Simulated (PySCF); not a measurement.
Species: 1-tert-butyl-1H-phosphindole, C12H15P.
SMILES: `CC(C)(C)p1ccc2ccccc21`

Computed, not measured: PBE0-D3(BJ)/def2-SVP geometry optimisation, gas phase in PySCF 2.14.0.

Take the most abundant isotopes and a rigid rotor. 

**Question.** Give the principal moments of inertia and the rotational constants in GHz.

**Answer.** Ia = 380.09, Ib = 903.96, Ic = 1086.95 u·Å²; 505379 MHz·u·Å²/I gives 1330, 559.1 and 464.9 MHz, that is A = 1.3296, B = 0.5591, C = 0.4649 GHz.

**Question.** Classify the top.

**Answer.** An asymmetric top; Ray's κ = -0.782.

**Question.** Is it planar, by Δ = Ic − Ia − Ib?

**Answer.** Not planar: Δ = Ic − Ia − Ib = -197.09 u·Å². For a rigid frame Δ = −2 Σ m c², so Σ m c² = 98.55 u·Å² lies off the ab plane: 19.59 from hydrogen and 78.95 from heavier atoms. The atom farthest from that plane is 2.44 Å away.

**Question.** Give the other two planar moments, Paa and Pbb, and the rms extents of the mass along the axes.

**Answer.** Paa = Σ m a² = (Ib + Ic − Ia)/2 = 805.42 and Pbb = Σ m b² = (Ia + Ic − Ib)/2 = 281.54 u·Å². With the mass M = 190.09 u, the rms extents √(P/M) along a, b and c are 2.06, 1.22, 0.72 Å.

**Question.** Give the coordinates in the principal-axis frame, origin at the centre of mass.

**Answer.** The sense of each axis is arbitrary; atoms in the order of the calculation.
```csv
atom,mass (u),a (Å),b (Å),c (Å)
C1,12.000,-1.551,0.355,1.734
C2,12.000,-2.081,0.458,0.309
C3,12.000,-2.258,1.924,-0.088
C4,12.000,-3.413,-0.282,0.176
P5,30.974,-0.908,-0.325,-0.966
C6,12.000,-0.597,-1.980,-0.289
C7,12.000,0.673,-2.122,0.152
C8,12.000,1.471,-0.903,0.102
C9,12.000,2.800,-0.741,0.506
C10,12.000,3.400,0.512,0.403
C11,12.000,2.690,1.598,-0.117
C12,12.000,1.372,1.440,-0.547
C13,12.000,0.752,0.197,-0.425
H14,1.008,-0.609,0.910,1.855
H15,1.008,-1.365,-0.691,2.022
H16,1.008,-2.287,0.777,2.440
H17,1.008,-2.989,2.407,0.583
H18,1.008,-1.314,2.483,-0.001
H19,1.008,-2.626,2.024,-1.121
H20,1.008,-4.167,0.190,0.828
H21,1.008,-3.795,-0.253,-0.857
H22,1.008,-3.324,-1.336,0.481
H23,1.008,-1.321,-2.796,-0.331
H24,1.008,1.093,-3.066,0.511
H25,1.008,3.360,-1.593,0.901
H26,1.008,4.436,0.645,0.725
H27,1.008,3.174,2.574,-0.199
H28,1.008,0.838,2.288,-0.983
```

**Question.** Which types of transition are allowed, and where do some lines up to J = 3 fall?

**Answer.** The dipole components are |μa| = 0.29 D, |μb| = 0.17 D, |μc| = 1.22 D. Intensities carry the squares of the components, which stand as 0.05 : 0.02 : 1.00 (a : b : c). Some lines, for components of 0.1 D or more:

```json
{"type": "b", "branch": "Q", "J(Ka,Kc)": "2(1,1) ← 2(0,2)", "MHz": "967", "lower level (cm⁻¹)": "0.102"}
{"type": "a", "branch": "R", "J(Ka,Kc)": "2(0,2) ← 1(0,1)", "MHz": "2040", "lower level (cm⁻¹)": "0.034"}
{"type": "b", "branch": "Q", "J(Ka,Kc)": "3(2,1) ← 3(1,2)", "MHz": "2216", "lower level (cm⁻¹)": "0.241"}
{"type": "b", "branch": "Q", "J(Ka,Kc)": "2(2,1) ← 2(1,2)", "MHz": "2594", "lower level (cm⁻¹)": "0.125"}
{"type": "b", "branch": "Q", "J(Ka,Kc)": "3(2,2) ← 3(1,3)", "MHz": "2740", "lower level (cm⁻¹)": "0.223"}
{"type": "a", "branch": "R", "J(Ka,Kc)": "3(2,1) ← 2(2,0)", "MHz": "3104", "lower level (cm⁻¹)": "0.212"}
{"type": "b", "branch": "R", "J(Ka,Kc)": "3(1,3) ← 2(0,2)", "MHz": "3611", "lower level (cm⁻¹)": "0.102"}
{"type": "b", "branch": "R", "J(Ka,Kc)": "2(2,1) ← 1(1,0)", "MHz": "4454", "lower level (cm⁻¹)": "0.063"}
{"type": "c", "branch": "R", "J(Ka,Kc)": "2(2,1) ← 1(1,1)", "MHz": "4548", "lower level (cm⁻¹)": "0.060"}
{"type": "b", "branch": "R", "J(Ka,Kc)": "2(2,0) ← 1(1,1)", "MHz": "4556", "lower level (cm⁻¹)": "0.060"}
{"type": "c", "branch": "R", "J(Ka,Kc)": "3(2,2) ← 2(1,2)", "MHz": "5666", "lower level (cm⁻¹)": "0.125"}
```

PBE0-D3(BJ)/def2-SVP frequencies: not computed here. Zero-point vibration and centrifugal distortion are left out. A rigid rotor knows nothing of internal rotation, which can split or shift real lines.

The values belong to the conformer `[CH3:1][C:2]([CH3:3])([CH3:4])[p:5]1[cH:6][cH:7][c:8]2[cH:9][cH:10][cH:11][cH:12][c:13]12`: C1–C2–P5–C6 51°.
